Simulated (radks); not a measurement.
Values are calculated unless marked as measured or tabulated.
Trend from Sc to Zn: ionisation energy by Delta-SCF between NIST ground configurations, and size. Code: a radial shooting solver on a logarithmic mesh with Libxc functionals. Model: scalar-relativistic Kohn-Sham, r2SCAN, spin-polarised, spherical densities, finite nucleus; open shells are filled with parallel spins first; meta-GGA in the generalised Kohn-Sham scheme; Fermi nuclear charge, rms radius of each element as measured or else 0.836 A^(1/3) + 0.57 fm.

| species | configuration | IE (eV) | NIST (eV) | kind | -e(HOMO) (eV) | r at 0.001 e/bohr^3 (bohr) |
|---|---|---|---|---|---|---|
| Sc | [Ar] 3d1 4s2 | 6.185 | 6.561 | exp. | 3.418 (3d) | 5.00 |
| Ti | [Ar] 3d2 4s2 | 6.426 | 6.828 | exp. | 4.243 (4s) | 4.88 |
| V | [Ar] 3d3 4s2 | 5.553 | 6.746 | exp. | 4.362 (4s) | 4.77 |
| Cr | [Ar] 3d5 4s1 | 7.355 | 6.767 | exp. | 3.871 (3d) | 4.40 |
| Mn | [Ar] 3d5 4s2 | 6.946 | 7.434 | exp. | 4.556 (4s) | 4.58 |
| Fe | [Ar] 3d6 4s2 | 7.652 | 7.902 | exp. | 4.501 (3d) | 4.49 |
| Co | [Ar] 3d7 4s2 | 7.902 | 7.881 | exp. | 5.404 (4s) | 4.40 |
| Ni | [Ar] 3d8 4s2 | 6.992 | 7.640 | exp. | 5.702 (4s) | 4.32 |
| Cu | [Ar] 3d10 4s1 | 8.257 | 7.726 | exp. | 4.913 (3d) | 4.09 |
| Zn | [Ar] 3d10 4s2 | 9.411 | 9.394 | exp. | 6.220 (4s) | 4.19 |

Reference values: NIST Atomic Spectra Database (measured). Open shells are spherical and high-spin; term and fine-structure splittings are not resolved.
